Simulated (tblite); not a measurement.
C6H13BGaN.
SMILES with atom numbers: `[CH2:1]=[C:2]1[B:3]([CH3:4])[CH:5]=[CH:6][CH2:7][Ga@H-:8]1[NH3+:9]` (hydrogens: H10, H11 on C1; H12, H13, H14 on C4; H15 on C5; H16 on C6; H17, H18 on C7; H19 on Ga8; H20, H21, H22 on N9)
Bond orders are those of one Lewis drawing.

Computed with GFN2-xTB (tblite), gas phase: L-BFGS steps from a force-field or distance-geometry start until the largest atomic force falls under 0.01 eV/Å.

Geometry at step 6:
```
atom  x, y, z in Å
C1      0.8517    2.2353   -0.5849
C2      0.4084    1.0043   -0.3024
B3      1.3723   -0.1512    0.0815
C4      2.8004    0.2299    0.6130
C5      0.9714   -1.6445   -0.0045
C6     -0.1948   -2.1919   -0.3827
C7     -1.4534   -1.5328   -0.8566
Ga8    -1.4120    0.4687   -0.7985
N9     -2.4333    0.7697    1.1597
H10     0.1809    3.0320   -0.8968
H11     1.9025    2.4777   -0.5116
H12     3.4839    0.2337   -0.2325
H13     2.8566    1.2321    1.0233
H14     3.2117   -0.4665    1.3361
H15     1.7215   -2.3675    0.3267
H16    -0.2895   -3.2779   -0.3516
H17    -1.6001   -1.7981   -1.9140
H18    -2.3056   -2.0215   -0.3491
H19    -2.3076    1.3306   -1.7316
H20    -2.4966    1.7712    1.3500
H21    -1.9080    0.3199    1.9137
H22    -3.3706    0.3661    1.1120
```

Task: Give the atomic forces at this geometry.

Result: 
```
atom  Fx (eV/Å)  Fy (eV/Å)  Fz (eV/Å)
  C1      0.077      0.050     -0.011
  C2      0.036      0.060     -0.210
  B3      0.051      0.017      0.148
  C4      0.283      0.005      0.085
  C5     -0.112     -0.076     -0.032
  C6     -0.002     -0.131      0.025
  C7     -0.218     -0.093     -0.108
 Ga8     -0.274     -0.005      0.299
  N9     -0.089      0.043     -0.044
 H10      0.093      0.022     -0.028
 H11      0.066      0.283     -0.076
 H12      0.110     -0.117     -0.156
 H13     -0.001      0.030      0.221
 H14      0.044     -0.061      0.098
 H15     -0.049      0.092     -0.130
 H16      0.072     -0.087      0.107
 H17      0.085     -0.237     -0.099
 H18      0.109     -0.006     -0.063
 H19     -0.220      0.169     -0.028
 H20     -0.063     -0.219      0.056
 H21     -0.149      0.112     -0.199
 H22      0.150      0.147      0.144
```

The largest, 0.41 eV/Å, acts on Ga8; the rms over all components is 0.128 eV/Å. The forces sum to zero within rounding, as they must for an isolated molecule in no field.

Task: Give the force on Ga8 in Eh/bohr and in nN.

Result: 0.406 eV/Å ÷ 51.422 = 0.00789 Eh/bohr, and 0.406 eV/Å × 1.602 = 0.65 nN.

Task: How far is this geometry from the end of the optimisation?

Result: 0.369 eV above it, and 0.964 Å rms away after alignment. The bonds farthest from their final lengths, with half the difference of the two atoms' forces along the bond (positive lengthens):

```tsv
bond	now (Å)	final (Å)	force along bond (eV/Å)
C7–Ga8	2.003	2.094	+0.05
C2–Ga8	1.961	2.045	+0.09
Ga8–H19	1.554	1.597	+0.13
C6–C7	1.498	1.471	+0.12
B3–C4	1.571	1.595	+0.09
C2–B3	1.553	1.533	+0.06
```

The angle farthest from its final value is C2–Ga8–C7, 107.4° against 92.9°.

Of the 6 listed bonds off by 0.010 Å or more, this force points towards the final length in 4.

The cost below is that of the whole relaxation. Hardware: an Arm Neoverse V2 with one thread, shared host with 192 logical CPUs at a one-minute load of 418. Cost: 1.8 s of wall time.
